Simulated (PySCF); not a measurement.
Compound: C7H13F.
Cartesian coordinates in Å at the PBE0-D3(BJ)/def2-SVP level; atoms count from 1:
```
atom  x, y, z in Å
C1    -1.5787   -0.8018   -1.3848
C2    -0.3743   -0.7129   -0.4684
C3     0.1842    0.6942   -0.2111
C4    -0.7289    1.6224    0.5660
C5     1.5199    0.3963    0.4785
C6     2.0285   -0.9085   -0.1619
C7     0.8537   -1.4675   -0.9675
F8     1.0443   -1.1774   -2.3123
H9    -1.9188   -1.8424   -1.5002
H10   -2.4243   -0.2182   -0.9912
H11   -1.3300   -0.4178   -2.3848
H12   -0.6281   -1.1509    0.5170
H13    0.3959    1.1394   -1.2008
H14   -0.9829    1.1908    1.5489
H15   -0.2504    2.5975    0.7439
H16   -1.6715    1.8119    0.0298
H17    2.2358    1.2271    0.3907
H18    1.3387    0.2476    1.5568
H19    2.3745   -1.6314    0.5915
H20    2.8646   -0.7426   -0.8562
H21    0.7476   -2.5627   -0.8948
```

The closed-shell ground state was solved at several levels (PySCF, density fitting, gas phase, non-relativistic).

```json
{"level": "wB97X-D/def2-SVPD", "basis functions": "267", "HOMO (eV)": "-10.48", "LUMO (eV)": "2.34", "gap (eV)": "12.82", "dipole (D)": "1.73"}
{"level": "PBE0/pcSseg-1", "basis functions": "201", "HOMO (eV)": "-8.57", "LUMO (eV)": "1.31", "gap (eV)": "9.88", "dipole (D)": "1.66"}
```

Task: Estimate the row for HF/pcSseg-1, a basis of 201 functions; the other rows only guide the guess.

Result: HOMO -11.94 eV, LUMO 4.17 eV, gap 16.11 eV, dipole 1.91 D.

Task: Over all these levels, which gives the widest orbital gap and which the narrowest?

Result: HF/pcSseg-1 (Hartree–Fock, all exact exchange) has the widest, 16.11 eV, and PBE0/pcSseg-1 (global hybrid, 25 % exact exchange) the narrowest, 9.88 eV. The two share the basis. From the narrowest to the widest the HOMO moves by -3.37 eV and the LUMO by +2.86 eV. The HOMO need not be the same orbital at Hartree–Fock and at DFT levels.

Task: How far do the dipole and the HOMO energy spread over the levels?

Result: The dipole runs from 1.66 to 1.91 D (mean 1.77 D) and the HOMO from -11.94 to -8.57 eV.

One conformer stands for the species.
